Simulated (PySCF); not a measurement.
**Radial density of Cr⁺ (chromium, charge +1)**

UHF, [Ar] 3d5, high-spin 6S determinant. All numbers are calculated (PySCF 2.14, the spin-free X2C one-electron Hamiltonian (Gaussian nucleus), in Sapporo-DKH3-DZP-2012).

```csv
r (bohr),4πr²ρ (e/bohr),4πr²(ρα − ρβ)
0.00137,0.2834,0.0000
0.00230,0.7156,-0.0001
0.00386,1.767,-0.0001
0.00650,4.150,-0.0003
0.0109,9.064,-0.0007
0.0184,17.32,-0.0013
0.0309,26.30,-0.0021
0.0520,28.07,-0.0038
0.0875,22.19,-0.0062
0.147,26.91,0.0303
0.248,29.24,0.3799
0.417,12.03,1.6277
0.701,13.07,3.3288
1.18,8.691,3.0369
1.98,1.693,1.1905
3.33,0.1601,0.1564
5.61,0.006177,0.0062
```

Densities and radii are taken from the X2C orbitals without a picture-change correction, which distorts them close to the nucleus.

(1) Where is the radial spin density 4πr²(ρα − ρβ) most negative, and why is it negative at all?

## Answers

(1) Around r = 0.0875 bohr, down to -0.0062 e/bohr: exchange with the open shell polarises the paired shells in an unrestricted calculation.
